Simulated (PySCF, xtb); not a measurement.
H₃NSeTe, SMILES N[Te][SeH]. One conformer was computed; it need not be the lowest.

Harmonic wavenumbers (cm⁻¹) from GFN2-xTB run with xtb 6.7.1 at its own minimum, in rising order: 149, 176, 232, 244, 509, 630, 733, 872, 1511, 1982, 3414, 3447.

What does B3LYP-D3(BJ)/def2-SVP in PySCF give at its own minimum? (An estimate is asked for; the answer gives what the named calculation found.)

147, 226, 272, 322, 409, 658, 675, 920, 1527, 2380, 3512, 3628. Paired by order, the mean absolute difference is 91 cm⁻¹ and the zero-point energies are 19.9 and 21.0 kcal/mol.
